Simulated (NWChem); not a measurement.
Species: C4H7N; SMILES CC=C=CN

```xyz
12

C      0.4819    -2.3139     0.1930
C     -0.4262    -1.2393    -0.3609
C     -0.4087     0.0245    -0.0123
C     -0.3699     1.2823     0.3670
N      0.4869     2.2893    -0.1356
H      1.0626    -2.7878    -0.6100
H      1.1786    -1.9038     0.9294
H     -0.1034    -3.1096     0.6735
H     -1.1500    -1.5755    -1.1100
H     -0.9891     1.6173     1.1994
H      0.9145     2.0292    -1.0189
H      0.0160     3.1839    -0.2345
```
Atoms are numbered in this order, from 1.

All runs: NWChem. Medium grid unless said otherwise, to which SCAN and Minnesota functionals are sensitive. Coordinates come from a B3LYP/6-31G* (spherical d) optimisation.

For level r2SCAN/def2-TZVP:

```yaml
highest occupied level (eV): -4.99
orbital gap (eV): 4.62
```

**Question.** What are these values for level PBE/def2-TZVP?

**Answer.** 
- highest occupied level (eV): -4.80
- orbital gap (eV): 4.13
